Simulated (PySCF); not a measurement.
Ligand-field analysis of [Co(H2O)3]3+

The complex [Co(H2O)3]3+ (charge +3) contains Co(III), shell d6. The structure is a model geometry with rigid ligands and bond lengths from ionic radii, not a minimum; coordination trigonal planar, point group D3h, metal–donor distances 1.79 Å.

```
10

Co    0.000    0.000    0.000
O     1.790    0.000    0.000
H     2.365    0.775    0.000
H     2.365   -0.775    0.000
O    -0.895    1.550    0.000
H    -1.854    1.661    0.000
H    -0.511    2.436    0.000
O    -0.895   -1.550    0.000
H    -0.511   -2.436    0.000
H    -1.854   -1.661    0.000
```

Method (PySCF 2.14, density fitting): CASSCF(6,5) with orbitals averaged over all microstates of the shell, strongly contracted NEVPT2 on the averaged canonical orbitals; basis x2c-TZVPall on the metal, x2c-SVPall elsewhere; spin-free X2C; gas phase; spin-orbit coupling by state interaction with the mean-field operator over all roots.

## Spin-free states

| 2S+1 | deg. | symmetry | free-ion term | CASSCF / cm⁻¹ | NEVPT2 / cm⁻¹ | f(ED) | occupations |
| --- | --- | --- | --- | --- | --- | --- | --- |
| 5 | 1 | 5A1' | 5D 1.00 | 0 | 0 | – | 2.0 1.0 1.0 1.0 1.0 |
| 5 | 2 | 5E'' | 5D 1.00 | 347 | 2441 | 0 | 1.0 1.5 1.5 1.0 1.0 |
| 5 | 2 | 5E' | 5D 1.00 | 6901 | 9034 | 4.9e-04 | 1.0 1.0 1.0 1.5 1.5 |
| 3 | 2 | 3E' | 3H 0.85 | 24159 | 22954 | – | 1.9 1.0 1.0 1.0 1.0 |
| 3 | 1 | 3A2'' | 3H 0.74 | 23663 | 22982 | – | 1.6 1.3 1.3 0.9 0.9 |
| 3 | 1 | 3A1'' | 3H 0.69 | 23635 | 23030 | – | 1.5 1.3 1.3 0.9 0.9 |
| 3 | 2 | 3E' | 3H 0.61 | 23708 | 23873 | – | 1.1 1.6 1.6 0.8 0.8 |
| 3 | 2 | 3E'' | 3H 1.00 | 23306 | 24019 | – | 1.0 1.5 1.5 1.0 1.0 |
| 3 | 2 | 3E'' | 3F 0.49 | 25958 | 24278 | – | 1.2 1.5 1.5 0.9 0.9 |
| 3 | 1 | 3A2' | 3P 0.62 | 27328 | 24620 | – | 1.7 1.0 1.0 1.1 1.1 |
| 3 | 2 | 3E' | 3F 0.70 | 27436 | 25506 | – | 1.7 1.1 1.1 1.0 1.0 |
| 3 | 2 | 3E'' | 3H 0.81 | 25070 | 25911 | – | 0.9 1.5 1.5 1.1 1.1 |
| 3 | 1 | 3A2' | 3H 0.77 | 25112 | 26782 | – | 0.5 1.7 1.7 1.1 1.1 |
| 3 | 2 | 3E'' | 3P 0.48 | 28314 | 27148 | – | 1.0 1.5 1.5 1.0 1.0 |
| 3 | 1 | 3A2'' | 3F 0.99 | 28924 | 27831 | – | 1.2 1.2 1.2 1.1 1.1 |
| 3 | 1 | 3A1'' | 3F 0.99 | 29676 | 28196 | – | 1.3 1.2 1.2 1.2 1.2 |
| 3 | 1 | 3A1' | 3G 0.89 | 30384 | 28268 | – | 1.9 1.0 1.0 1.1 1.1 |
| 3 | 1 | 3A2' | 3F 0.47 | 30352 | 29664 | – | 1.0 1.2 1.2 1.3 1.3 |
| 3 | 2 | 3E'' | 3G 0.43 | 33063 | 30948 | – | 1.9 0.6 0.6 1.4 1.4 |
| 1 | 1 | 1A1' | 1I 0.99 | 34410 | 32748 | – | 2.0 1.0 1.0 1.0 1.0 |
| 1 | 1 | 1A2' | 1I 1.00 | 34451 | 32780 | – | 2.0 1.0 1.0 1.0 1.0 |
| 3 | 2 | 3E' | 3G 0.59 | 33279 | 33291 | – | 1.0 1.1 1.1 1.4 1.4 |
| 3 | 1 | 3A2'' | 3G 0.73 | 33665 | 34015 | – | 0.8 1.2 1.2 1.4 1.4 |
| 3 | 1 | 3A1'' | 3G 0.70 | 33440 | 34074 | – | 0.8 1.2 1.2 1.4 1.4 |
| 3 | 2 | 3E' | 3G 0.85 | 34430 | 34163 | – | 1.1 1.0 1.0 1.5 1.5 |
| 1 | 1 | 1A1' | 1G 0.87 | 35683 | 34607 | – | 1.3 1.5 1.5 0.9 0.9 |
| 1 | 2 | 1E'' | 1G 0.80 | 36197 | 34706 | – | 1.5 1.3 1.3 1.0 1.0 |
| 1 | 2 | 1E'' | 1I 1.00 | 34730 | 35150 | – | 1.0 1.5 1.5 1.0 1.0 |
| 1 | 2 | 1E' | 1I 0.53 | 36913 | 35998 | – | 1.4 1.3 1.3 1.1 1.1 |
| 1 | 2 | 1E' | 1I 0.90 | 35427 | 37003 | – | 0.4 1.8 1.8 1.0 1.0 |
| 1 | 1 | 1A2'' | 1I 0.84 | 36332 | 37138 | – | 0.8 1.5 1.5 1.1 1.1 |
| 1 | 1 | 1A1'' | 1I 0.79 | 36706 | 37244 | – | 0.8 1.5 1.5 1.1 1.1 |
| 1 | 1 | 1A1'' | 1G 0.69 | 39946 | 37642 | – | 1.8 1.0 1.0 1.1 1.1 |
| 1 | 1 | 1A2'' | 1G 0.75 | 40153 | 37852 | – | 1.8 0.9 0.9 1.2 1.2 |
| 3 | 2 | 3E'' | 3D 0.80 | 40340 | 38404 | – | 1.0 1.3 1.3 1.2 1.2 |
| 1 | 2 | 1E' | 1D 0.81 | 44119 | 38568 | – | 1.6 1.4 1.4 0.8 0.8 |
| 1 | 2 | 1E' | 1G 0.55 | 39815 | 38912 | – | 1.4 1.0 1.0 1.3 1.3 |
| 3 | 2 | 3E' | 3D 0.86 | 41560 | 39637 | – | 1.1 1.1 1.1 1.4 1.4 |
| 1 | 1 | 1A1' | 1S 0.81 | 43287 | 39776 | – | 1.6 1.2 1.2 1.0 1.0 |
| 1 | 2 | 1E'' | 1I 0.80 | 39572 | 39825 | – | 1.0 1.2 1.2 1.3 1.3 |
| 1 | 1 | 1A1' | 1I 0.87 | 39635 | 40002 | – | 1.0 1.2 1.2 1.3 1.3 |
| 1 | 2 | 1E' | 1G 0.90 | 40872 | 40195 | – | 1.1 1.2 1.2 1.3 1.3 |
| 3 | 1 | 3A1' | 3D 0.89 | 42172 | 40279 | – | 1.1 1.0 1.0 1.4 1.4 |
| 1 | 2 | 1E'' | 1D 0.93 | 48275 | 44088 | – | 0.9 1.4 1.4 1.2 1.2 |
| 1 | 1 | 1A2'' | 1F 0.84 | 49674 | 44220 | – | 1.9 1.1 1.1 0.9 0.9 |

Only the lowest 45 spin-free levels are listed. Energies are counted from the ground state at NEVPT2 level. Weights follow the labels. f(ED) is the electric-dipole oscillator strength from the ground state at the fixed geometry, without vibronic coupling; occupations, where given, run over the ligand-field orbitals from the lowest.

## Ligand-field fit

```tsv
cm⁻¹	CASSCF
B	1195
B, free ion	1361
C	4526
C, free ion	5070
rms of the fit	242
```

```
orbital  CASSCF / cm⁻¹  metal share   main function
      1              0         0.95         z2 1.00
      2            575         0.94  degenerate set
      3            575         0.94  degenerate set
      4           7258         0.90  degenerate set
      5           7258         0.90  degenerate set
```

ζ = 539 cm⁻¹, against 587 for the free ion.

Spin-orbit levels:

| E / cm⁻¹ | deg. | make-up |
| --- | --- | --- |
| 0.0 | 1 | 0.95 5A1' + 0.04 5E'' |
| 21.5 | 2 | 0.96 5A1' + 0.04 5E'' |
| 87.7 | 2 | 0.98 5A1' |
| 2284.4 | 2 | 1.00 5E'' |
| 2460.5 | 2 | 0.98 5E'' |
| 2609.9 | 2 | 0.98 5E'' |
| 2706.3 | 1 | 1.00 5E'' |
| 2807.4 | 1 | 0.95 5E'' + 0.04 5A1' |
| 2891.4 | 2 | 0.98 5E'' |
| 8625.1 | 2 | 1.00 5E' |
| 8912.7 | 2 | 1.00 5E' |
| 9181.7 | 2 | 1.00 5E' |
| 9434.6 | 2 | 1.00 5E' |
| 9673.6 | 2 | 1.00 5E' |
| 22620.0 | 1 | 0.51 3A1'' + 0.46 3E' |
| 22658.3 | 1 | 0.55 3A2'' + 0.40 3E' + 0.04 3E' |

Only the lowest levels are listed: 27 of 210 states.

## Magnetism

The ground multiplet follows a spin Hamiltonian with S = 2, g = 1.990, 2.276, 2.276, D = 22.00 cm⁻¹, E/|D| = 0.00 (spin-orbit part alone); the lowest levels hold 97 % of the spin-free ground state. μeff is 5.45 μB at 300 K and 4.25 μB at 10 K; the spin-only value is 4.90 μB.

| T / K | χT / cm³ K mol⁻¹ | μeff / μB | χT along axes a, b, c |
| --- | --- | --- | --- |
| 2 | 0.501 | 2.00 | 0.00 0.75 0.75 |
| 5 | 1.247 | 3.16 | 0.01 1.87 1.87 |
| 10 | 2.256 | 4.25 | 0.12 3.32 3.32 |
| 20 | 3.074 | 4.96 | 0.46 4.38 4.38 |
| 30 | 3.337 | 5.17 | 0.71 4.65 4.65 |
| 50 | 3.534 | 5.32 | 1.14 4.73 4.73 |
| 75 | 3.617 | 5.38 | 1.55 4.65 4.65 |
| 100 | 3.648 | 5.40 | 1.83 4.56 4.56 |
| 150 | 3.673 | 5.42 | 2.16 4.43 4.43 |
| 200 | 3.688 | 5.43 | 2.35 4.36 4.36 |
| 250 | 3.701 | 5.44 | 2.47 4.32 4.32 |
| 300 | 3.714 | 5.45 | 2.55 4.30 4.30 |

Axes in the frame of the coordinates: a = (0.00, 0.00, 1.00); b = (-1.00, 0.00, 0.00); c = (0.00, -1.00, 0.00).

Powder magnetisation at 2 K: 0.22 μB at 0.5 T, 0.44 μB at 1 T, 0.86 μB at 2 T, 1.24 μB at 3 T, 1.85 μB at 5 T, 2.28 μB at 7 T.

The geometry is a model, and the complex may not exist in this form. NEVPT2 lifts 5E' from 6901 to 9034 cm⁻¹; on the d shell alone such lifts tend to overshoot. NEVPT2 on the d shell alone tends to put d–d bands too high for such charged or covalently bound ions. Gaps between spin states lean to high spin in this active space.

The job took 7.9 s on one thread of Arm Neoverse V2 (shared host), with 120 basis functions, launched as `OMP_NUM_THREADS=1 python lf_run.py task.json out`.
